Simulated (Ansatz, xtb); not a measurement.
**Isomers of CH2GeO in order of energy**

3 gas-phase structures of CH2GeO, found in a search over its isomers (lower ones may exist). Each was relaxed with GFN2-xTB:

A. `O=[CH][GeH]`, a singlet
B. `[CH2]1[O][Ge]1`, a singlet
C. a singlet given by its coordinates

C (Å):

```xyz
5

C    -2.4807    0.7282    0.0997
Ge   -1.5019   -0.9218    0.5474
O    -2.0646    1.0904    1.2075
H    -3.1485    1.4068   -0.4516
H    -2.9552   -1.5029    1.0184
```

Close contacts (Å): C1–Ge2 1.97, C1–O3 1.24, Ge2–O3 2.19, C1–H4 1.10, Ge2–H5 1.63.

Task: Estimate their order in r2SCAN-D4/def2-SVP energy at these geometries, lowest first.

Result: Calculated order at r2SCAN-D4/def2-SVP: B (0.000), C (0.670), A (0.823) eV.

Energies above the lowest of each column, in eV:

```
structure  GFN2-xTB  HF/STO-3G  r2SCAN-D4/def2-SVP
        B     0.000      0.000               0.000
        C     1.447      1.850               0.670
        A     1.543      1.697               0.823
```

Every level run on B puts it lowest or level with the lowest. Flexible structures stand in one conformer each, not always the lowest. Frequencies (r2SCAN-D4/def2-TZVP) were run for B alone.

Programs: Ansatz 0.2.0, xtb 6.7.1.
